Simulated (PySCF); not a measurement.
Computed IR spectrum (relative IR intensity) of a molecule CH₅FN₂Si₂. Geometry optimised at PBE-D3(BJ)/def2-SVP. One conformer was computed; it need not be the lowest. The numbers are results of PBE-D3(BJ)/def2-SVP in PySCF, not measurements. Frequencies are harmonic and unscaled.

Lines under 2 % of the strongest are left out, and lines within 2 cm⁻¹ are merged.

```tsv
ν (cm⁻¹)	relative intensity
175	4.2
344	10
374	26
436	4.0
457	12
589	4.0
633	21
664	8.3
680	6.9
700	2.2
767	3.8
812	26
839	5.7
847	35
889	91
908	100
957	35
1048	97
1286	2.8
1602	17
2173	50
2176	75
2187	45
2937	24
3557	24
```

**Question.** Which molecule gave these data?
A. N[Si@H]1C=N[Si@H]1F
B. F[Si@@H]1C=N[SiH2]N1
C. N[Si@@]1(F)N=C[SiH2]1
D. F[Si@H]1N=C[SiH2]N1

**Answer.** B, F[Si@@H]1C=N[SiH2]N1
